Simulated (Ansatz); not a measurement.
Reaction (ligand exchange at the Al–S bond): `NC[S][AlH2]` + `NB(O)F` → `OB(F)[NH][AlH2]` + `NCS`

Calculated with Ansatz (gas phase, PBE0-D4/def2-TZVP geometries, no zero-point term in ΔE). CBS: MP2 limit from def2 TZ/QZ plus the TZ coupled-cluster correction, frozen cores. Functionals use def2-TZVPP. B3LYP here is the variant with VWN-RPA as its local correlation; programs differ in this. Each species was taken in one conformer, which may not be the lowest.

| level | ΔE (kJ/mol) |
| --- | --- |
| B3LYP-D4 | 12.8 |
| HF/def2-QZVPP | 5.0 |

(1) What does CCSD(T)/CBS give? (Estimate.)

Largest T1 diagnostic among the species: 0.012.

Results:

(1) The calculation gave: +13.4 kJ/mol. The listed levels differ from it by -0.6, -8.4 kJ/mol.

In def2-TZVPP, CCSD(T) changes the Hartree–Fock value by +3.3 kJ/mol (the triples alone add +1.9 kJ/mol) and MP2 by +5.4 kJ/mol. At CCSD(T), def2-SVP lies −8.1 kJ/mol from the extrapolated value and def2-TZVPP −4.1 kJ/mol. Leaving LDA and LC-ωPBE aside and taking each functional with its dispersion term where it has one, the values, not all of them listed here, spread over 13.2 kJ/mol, from CAM-B3LYP-D4 to PBE-D4.
